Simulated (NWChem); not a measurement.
Species: C2H4ClFSi; SMILES F[SiH2]/C=C\Cl

```xyz
9

F     -0.0640     2.7580     0.0000
Si     0.4642     1.2174     0.0000
C     -1.0580     0.1376     0.0000
C     -1.0245    -1.1950     0.0000
Cl     0.4636    -2.0831     0.0000
H      1.2825     1.0144     1.2263
H      1.2825     1.0144    -1.2263
H     -2.0507     0.6039     0.0000
H     -1.9029    -1.8468     0.0000
```
Atoms are numbered in this order, from 1.

Level: PBE0/def2-SVP (NWChem), optimised geometry, unscaled harmonic frequencies. 

```json
[
 {"frequency (cm⁻¹)": "56", "IR intensity (km/mol)": "2.2"},
 {"frequency (cm⁻¹)": "105", "IR intensity (km/mol)": "2.5"},
 {"frequency (cm⁻¹)": "230", "IR intensity (km/mol)": "5.8"},
 {"frequency (cm⁻¹)": "309", "IR intensity (km/mol)": "1.5"},
 {"frequency (cm⁻¹)": "517", "IR intensity (km/mol)": "0.4"},
 {"frequency (cm⁻¹)": "629", "IR intensity (km/mol)": "20.8"},
 {"frequency (cm⁻¹)": "692", "IR intensity (km/mol)": "31.3"},
 {"frequency (cm⁻¹)": "729", "IR intensity (km/mol)": "31.9"},
 {"frequency (cm⁻¹)": "734", "IR intensity (km/mol)": "105.0"},
 {"frequency (cm⁻¹)": "815", "IR intensity (km/mol)": "44.9"},
 {"frequency (cm⁻¹)": "865", "IR intensity (km/mol)": "19.3"},
 {"frequency (cm⁻¹)": "920", "IR intensity (km/mol)": "341.5"},
 {"frequency (cm⁻¹)": "963", "IR intensity (km/mol)": "123.0"},
 {"frequency (cm⁻¹)": "966", "IR intensity (km/mol)": "0.4"},
 {"frequency (cm⁻¹)": "1138", "IR intensity (km/mol)": "8.5"},
 {"frequency (cm⁻¹)": "1310", "IR intensity (km/mol)": "13.4"},
 {"frequency (cm⁻¹)": "1674", "IR intensity (km/mol)": "107.1"},
 {"frequency (cm⁻¹)": "2264", "IR intensity (km/mol)": "58.9"},
 {"frequency (cm⁻¹)": "2268", "IR intensity (km/mol)": "125.3"},
 {"frequency (cm⁻¹)": "3185", "IR intensity (km/mol)": "2.1"},
 {"frequency (cm⁻¹)": "3225", "IR intensity (km/mol)": "1.1"}
]
```

| Item | Result |
|---|---|
| zero-point energy | 33.7 kcal/mol |
| thermal correction to the enthalpy at 298.15 K (with zero-point energy) | 38.2 kcal/mol |
| heat capacity Cv | 20.8 cal/(mol K) |
| entropy at 298.15 K and 1 atm (symmetry number 1) | 81.2 cal/(mol K) |
| dipole moment | 1.66 D |

Rigid rotor and harmonic oscillator; modes under 100 cm⁻¹ make the entropy uncertain.
